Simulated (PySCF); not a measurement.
Q: Write Cartesian coordinates for InChI=1S/C4H5BO/c5-4-2-1-3-6-4/h1-3H,5H2 as optimised with PBE0-D3(BJ)/def2-SVP.

A: 
```
atom  x, y, z in Å
B1     2.050    0.109   -0.540
C2     0.587    0.068   -0.153
C3    -0.322   -0.976   -0.070
C4    -1.558   -0.439    0.353
C5    -1.328    0.907    0.504
O6    -0.075    1.220    0.209
H7     2.586   -0.927   -0.852
H8     2.663    1.148   -0.536
H9    -0.095   -2.016   -0.297
H10   -2.497   -0.960    0.527
H11   -1.974    1.728    0.812
```

Any rigid rotation of these coordinates is as good. Atoms count from 1 in this order. The 5-membered ring C2–C3–C4–C5–O6 has internal angles of 105.0° to 111.4° (sum 540°, against 540° for a flat polygon); it is planar, 0.00 Å rms from its mean plane, widest ring torsion 0°. B1 (three-coordinate boron) is planar (angles 120.9°, 120.9° and 118.2°, sum 360.0°, 0.00 Å off the plane of its three neighbours). O6 (furan-type oxygen) is bent (angle 108.4°). The 2 C–O bonds span 1.325 Å (C5–O6, aromatic) to 1.377 Å (C2–O6, aromatic), a spread of 0.052 Å.

Bonds between heavy atoms (Å): B1–C2 1.514, C2–C3 1.387, C3–C4 1.413, C4–C5 1.374, C5–O6 1.325, C2–O6 1.377.

Computed with PBE0-D3(BJ)/def2-SVP geometry optimisation, gas phase in PySCF 2.14.0.

Point group: Cs (every atom within 0.08 Å of its image). Whether it is a minimum is left open (no frequencies).

Hardware: Arm Neoverse V1, one thread, no GPU, shared host. Cost: 41 s wall, 0.44 GiB resident at most. This is the geometry optimisation.
